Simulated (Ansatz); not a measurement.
silane (H4Si), singlet, at a GFN2-xTB geometry. Base run: HF/STO-3G run with Ansatz (a first-principles code).

Here is a job for Ansatz.
Ansatz 0.2 input:
```yaml
crystal:
  periodic: [false, false, false]
  atoms:
    - {symbol: Si, position_ang: [-0.00000000, 0.00000000, -0.00000000]}
    - {symbol: H, position_ang: [0.85687118, 0.83207387, 0.84090169]}
    - {symbol: H, position_ang: [-0.85685565, -0.82713035, 0.84578045]}
    - {symbol: H, position_ang: [-0.82961346, 0.85438800, -0.84584481]}
    - {symbol: H, position_ang: [0.82959793, -0.85933152, -0.84083733]}
basis:
  gaussian:
    orbitals: STO-3G
hamiltonian:
  xc: hf
```

Variants of this job, named by their change:

```json
[
 {"change": "base", "E (Eh)": "-287.91401"},
 {"change": "functional = pbe", "E (Eh)": "-288.34227"},
 {"change": "functional = BHLYP", "E (Eh)": "-288.51724"},
 {"change": "functional = b3lyp", "E (Eh)": "-288.53029"},
 {"change": "functional = revpbe", "E (Eh)": "-288.45684"},
 {"change": "functional = wB97X-V", "E (Eh)": "-288.47548"},
 {"change": "functional = cam_b3lyp", "E (Eh)": "-288.49473"},
 {"change": "functional = SVWN5", "E (Eh)": "-287.27164"},
 {"change": "functional = lc_wpbe", "E (Eh)": "-288.41281"},
 {"change": "functional = b3lyp5", "E (Eh)": "-288.46278"},
 {"change": "functional = wB97M-V", "E (Eh)": "-288.52656"},
 {"change": "functional = hse06", "E (Eh)": "-288.38611"},
 {"change": "functional = B97M-V", "E (Eh)": "-288.49238"}
]
```

Totals shift with the method and basis; they matter in differences.
